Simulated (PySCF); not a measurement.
Computed shifts of a molecule C3H8O2Si, PBE/pcSseg-1 (PySCF), GIAO, gas phase, equivalent atoms averaged, in ppm (number of nuclei): ¹³C: 92.6 (1), 77.3 (1), 23.2 (1). ²⁹Si: 5.1 (1). ¹H: 5.41 (1), 4.81 (1), 4.55 (2), 2.40 (1), 1.62 (3). References: ¹³C against TMS (σ = 182.0 ppm); ¹⁷O against H2O (σ = 334.3 ppm); ²⁹Si against TMS (σ = 335.4 ppm); ¹H against TMS (σ = 31.49 ppm), references at their B3LYP-D3(BJ)/def2-TZVP geometries, non-relativistic. Geometry: B3LYP-D3(BJ)/def2-SVP. The values are those of a single conformer.

### Question
Identify the compound among the candidates.
(A) O[SiH2]OC1CC1
(B) O[SiH2][C@H]1CCO1
(C) C[C@H]1OC[Si@@H]1O
(D) COC(=O)C[SiH3]

### Answer
C, C[C@H]1OC[Si@@H]1O
